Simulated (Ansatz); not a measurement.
Consider the substitution at a C–C bond: `CC(C)(C)C` + `[NH2][Ga]([SH])[Cl]` → `C[NH][Ga]([SH])[Cl]` + `CC(C)C`.

Calculated with Ansatz (gas phase, PBE0-D4/def2-TZVP geometries, no zero-point term in ΔE). CCSD(T)/CBS adds triple-zeta CCSD(T) − MP2 to the extrapolated MP2 energy (def2 sets, frozen cores). DFT in def2-TZVPP. For Ga outer-core shells are correlated without core-valence functions, which leaves a few kJ/mol of doubt a bond. Scalar relativity is left out up to krypton. Each species was taken in one conformer, which may not be the lowest.

(1) Is it downhill or uphill in electronic energy at CCSD(T)/CBS, and by how much? (Estimate.)

(2) What do these levels give: LDA (SPW92), r2SCAN-D4, r2SCANh-D4, ωB97X-V, HF/def2-TZVPP, SCS-MP2/def2-QZVPP? (An estimate is asked.)

Largest T1 diagnostic among the species: 0.012.

## Answers

(1) Ansatz gave: Uphill: ΔE = +52.3 kJ/mol.

(2) Ansatz gave: LDA (SPW92) 49.7, r2SCAN-D4 49.8, r2SCANh-D4 50.3, ωB97X-V 48.8, HF/def2-TZVPP 40.9, SCS-MP2/def2-QZVPP 51.9 kJ/mol.

The D4 term adds +4.2 kJ/mol with B3LYP and +2.2 kJ/mol with PBE0; it sums over pairs of atoms, weighted by their polarisabilities, and B3LYP, whose exchange is more repulsive, gets the larger term. In def2-TZVPP, CCSD(T) changes the Hartree–Fock value by +10.6 kJ/mol (the triples alone add +1.2 kJ/mol) and MP2 by +15.8 kJ/mol.

B3LYP here is the variant with VWN-RPA as its local correlation; programs differ in this.
